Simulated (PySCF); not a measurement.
Vertical excitations of a molecule C₂H₈O₂Si from PySCF with TDDFT-PBE/def2-SVPD, as energy in eV (oscillator strength): 6.20 (0.009), 6.59 (0.007), 6.79 (0.018), 7.10 (0.006), 7.16 (0.004), 7.30 (0.002), 7.41 (0.030), 7.64 (0.017), 7.70 (0.006), 7.77 (0.015). Lowest triplet (TDA): 6.08 eV. Coordinates come from a PBE0-D3(BJ)/def2-SVP optimisation. Other conformers were not sampled.

Problem. Which structure fits?
A) CO[SiH2]OC
B) C[Si](C)(O)O
C) CO[Si@@H](C)O
D) OCCO[SiH3]

Solution. C, CO[Si@@H](C)O
